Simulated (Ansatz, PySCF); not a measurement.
Molecule: sum formula H₆SiN₂O₂, charge 0, multiplicity 1. 
Coordinates optimised at B3LYP-D3(BJ)/def2-TZVP (Ansatz, a first-principles code):
```
Si
O 1 1.6454
H 2 0.9603 1 115.57
O 1 1.6557 2 102.79 3 -17.42
H 4 0.9598 1 116.94 2 177.90
N 1 1.6988 2 104.51 3 -143.06
H 6 1.0050 1 122.77 2 -166.76
H 6 1.0056 7 113.13 1 162.86
N 1 1.7111 2 119.43 3 99.48
H 9 1.0077 1 120.24 2 -76.14
H 9 1.0079 10 111.21 1 -147.44
```

Wanted: atomisation energy (electronic, to ground-state atoms), in kJ/mol. Valence correlation only, unless marked. UHF or UKS for open shells. No spin-orbit coupling. Non-relativistic. The coupled-cluster limit lacks core correlation, which all-electron functionals hold. Basis-set limits of correlation are two-point, X^-3; Hartree-Fock from the larger set. The bracket is a focal-point correction in the basis named.

| level | program | atomisation energy (kJ/mol) | minus last row | rough core time |
|---|---|---|---|---|
| HF/STO-3G | Ansatz | 2672.8 | -1566.8 | - |
| HF-D3(BJ)/def2-TZVPD | PySCF + dftd3 | 3023.0 | -1216.6 | - |
| PBE0-D3(BJ)/def2-TZVPD | Ansatz + dftd3 | 4164.4 | -75.2 | under 20 s |
| r2SCAN0/def2-TZVPD | Ansatz | 4091.8 | -147.8 | under 20 s |
| CAM-B3LYP-D3(BJ)/def2-TZVPD | Ansatz + dftd3 | 4236.5 | -3.1 | under 20 s |
| RI-MP2/CBS(aug-cc-pV(T+d)Z,aug-cc-pV(Q+d)Z)+[CCSD(T)-MP2]/aug-cc-pV(D+d)Z | Ansatz | 4234.0 | -5.6 | 2.5 min |
| RI-MP2/CBS(cc-pV(T+d)Z,cc-pV(Q+d)Z)+[CCSD(T)-MP2]/cc-pV(T+d)Z | Ansatz | 4239.6 | 0.0 | 5 min |

Core times are rough, on shared machines, summed over the molecules involved; a dash marks a level read off another run, or run on other hardware, by another program or under a memory cap.
